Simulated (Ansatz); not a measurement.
Reactions of CH5NSeSi (`C1N[SiH2][Se]1`).

Gas-phase electronic energies from Ansatz, PBE0-D4/def2-TZVP geometries. CBS: MP2 limit from def2 TZ/QZ plus the TZ coupled-cluster correction, frozen cores. This one scheme is used for every species, atoms too. Functionals use def2-TZVPP. B3LYP here is the variant with VWN-RPA as its local correlation; programs differ in this. No spin–orbit coupling; open shells (•) take unrestricted orbitals. Spin–orbit coupling would lower the free atoms: a little for C, Si; clearly for Se. For Se outer-core shells are correlated without core-valence functions, so the limit isn't a true one: a few kJ/mol of doubt a bond, and 10 to 20 or more in all where bonds break to atoms. Scalar relativity is left out up to krypton. One conformer a species, not always the lowest.

```json
{"reaction": "`C1N[SiH2][Se]1` → `N[SiH2]C=[Se]`", "CCSD(T)/CBS(def2) (kcal/mol)": "13.9"}
{"reaction": "`C1N[SiH2][Se]1` → `N=C([SiH3])[SeH]`", "CCSD(T)/CBS(def2) (kcal/mol)": "35.8"}
{"reaction": "`C1N[SiH2][Se]1` → C• + 5 H• + N• + Se• + Si•", "CCSD(T)/CBS(def2) (kcal/mol)": "?"}
{"reaction": "`C1N[SiH2][Se]1` → `N=C[SiH2][SeH]`", "CCSD(T)/CBS(def2) (kcal/mol)": "16.2"}
```

**Question.** Fill in the missing values. (Best estimate.)

**Answer.** Computed: `C1N[SiH2][Se]1` → C• + 5 H• + N• + Se• + Si•: +730.1 kcal/mol.

Largest T1 diagnostic: 0.014, for `N[SiH2]C=[Se]`.
